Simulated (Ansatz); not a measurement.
Two isomers of C3H8OSi: A = `CC(C)[Si]O`, B = `CC(C)O[SiH]`.

Isolated molecules relaxed with PBE0-D4/def2-TZVP in Ansatz; ΔE leaves out vibrations. CCSD(T)/CBS is the MP2 limit (def2-TZVPP, def2-QZVPP) plus CCSD(T) − MP2 in def2-TZVPP, frozen cores. Functionals use def2-TZVPP. B3LYP here is the variant with VWN-RPA as its local correlation; programs differ in this. Each species was taken in one conformer, which may not be the lowest.

Question: Which is lower in electronic energy at CCSD(T)/CBS, and by how much? (An estimate is asked.)

Answer: The calculation gave: A, by 13.1 kcal/mol.

Question: Give E(B) − E(A) in kcal/mol with B3LYP, BLYP-D4, HF/def2-TZVPP, B2PLYP, CCSD/def2-TZVPP, CCSD(T)/def2-SVP, CCSD(T)/def2-TZVPP. (Estimate.)

Answer: Computed: B3LYP 11.0, BLYP-D4 11.5, HF/def2-TZVPP 8.1, B2PLYP 11.8, CCSD/def2-TZVPP 11.8, CCSD(T)/def2-SVP 7.7, CCSD(T)/def2-TZVPP 12.1. None reverses the order clearly.

Question: Does the order hold for the free energy at 298.15 K (harmonic terms from PBE0-D4)? (Best estimate.)

Answer: The calculation gave: Yes: G(B) − G(A) = +12.7 kcal/mol, for one conformer each. Modes under 60 cm⁻¹, often nearly free rotors, make the harmonic entropy too high.

Largest T1 diagnostic: 0.014.

At CCSD(T), def2-SVP lies −5.4 kcal/mol from the extrapolated value and def2-TZVPP −0.9 kcal/mol. In def2-TZVPP, CCSD(T) changes the Hartree–Fock value by +4.1 kcal/mol (the triples alone add +0.4 kcal/mol) and MP2 by +5.9 kcal/mol.
